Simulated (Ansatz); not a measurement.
Relaxation of BrCl$_{2}$H$_{4}$NSi$_{2}$ (10 atoms, charge 0, multiplicity 1), to a largest force component of 0.015 eV/Å in at most 40 steps.

The calculation used RKS PBE0-D4/def2-SVP (Ansatz).

```xyz
10
Properties=species:S:1:pos:R:3:forces:R:3
N 0.848 -1.758 -0.211 -0.48 1.71 0.19
Si -0.232 -0.382 -0.527 1.06 -1.06 1.60
Cl 0.155 0.978 0.965 -0.21 0.18 0.16
Br 0.470 0.462 -2.359 0.26 0.98 -1.74
Si -2.480 -0.888 -0.619 -1.14 -0.87 -0.34
Cl -3.654 0.788 -0.914 0.20 0.19 -0.02
H 0.496 -2.491 -0.786 -0.08 -1.27 -0.60
H 1.765 -1.480 -0.592 -0.27 -0.36 0.30
H -2.843 -1.856 -1.756 0.43 0.43 0.45
H -2.977 -1.533 0.638 0.23 0.07 0.00
```

Task: Where does it end, and by what steps?

Result: It converged. After 10 steps the energy has fallen by 0.433 eV; H8 moved furthest, 0.62 Å.

```tsv
step	energy less start (eV)	largest force component (eV/Å)	accepted
0	0.0000	1.741	yes
1	-0.2842	1.280	yes
2	-0.3258	0.941	yes
3	-0.3596	1.259	yes
4	-0.4230	0.218	yes
5	-0.4259	0.148	yes
6	-0.4316	0.029	yes
7	-0.4324	0.023	yes
8	-0.4328	0.029	yes
9	-0.4329	0.018	yes
10	-0.4330	0.004	yes
```

```xyz
10
Properties=species:S:1:pos:R:3
N 0.743 -1.771 -0.390
Si -0.220 -0.373 -0.608
Cl 0.223 0.880 0.972
Br 0.178 0.752 -2.504
Si -2.494 -0.908 -0.602
Cl -3.557 0.806 -1.065
H 0.700 -2.523 -1.072
H 1.679 -1.674 -0.007
H -2.784 -1.954 -1.626
H -2.916 -1.394 0.742
```

Whether the end is a true minimum wasn't checked by a vibrational analysis.

The run took 63 s on 2 threads of Arm Neoverse V2, on a shared host, peak memory 0.41 GiB.
